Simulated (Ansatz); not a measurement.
Mulliken charges of GeH4O2Si, SMILES `[OH][GeH]1[O][SiH2]1` from ωB97M-V/def2-TZVPP in Ansatz (PBE0-D4/def2-TZVP geometry).

```json
{"atom": "O1", "x (Å)": "-1.003", "y (Å)": "1.846", "z (Å)": "-0.672", "charge (e)": "-0.397"}
{"atom": "Ge2", "x (Å)": "-0.001", "y (Å)": "0.867", "z (Å)": "0.410", "charge (e)": "0.418"}
{"atom": "O3", "x (Å)": "1.185", "y (Å)": "-0.215", "z (Å)": "-0.579", "charge (e)": "-0.491"}
{"atom": "Si4", "x (Å)": "0.299", "y (Å)": "-1.364", "z (Å)": "0.211", "charge (e)": "0.307"}
{"atom": "H5", "x (Å)": "-1.560", "y (Å)": "1.315", "z (Å)": "-1.246", "charge (e)": "0.169"}
{"atom": "H6", "x (Å)": "0.784", "y (Å)": "1.904", "z (Å)": "1.217", "charge (e)": "0.045"}
{"atom": "H7", "x (Å)": "0.997", "y (Å)": "-2.206", "z (Å)": "1.215", "charge (e)": "-0.024"}
{"atom": "H8", "x (Å)": "-0.609", "y (Å)": "-2.203", "z (Å)": "-0.612", "charge (e)": "-0.027"}
```

Task: By hand: the dipole of these point charges (1 e Å = 4.8032 D).

Result: Σ q r = (-0.328, -0.263, 0.619) e Å, of length 0.748 e Å = 3.59 D.

Task: How does the dipole of the full density compare? (Best estimate.)

Result: Ansatz gave: (-0.293, -0.332, 0.231) e Å, 2.40 D; the point charges give 1.50 times that, at 29° from its direction.

Point charges leave out the atoms' own dipoles, such as those of lone pairs, and Mulliken's split depends on the basis, so the two needn't agree.
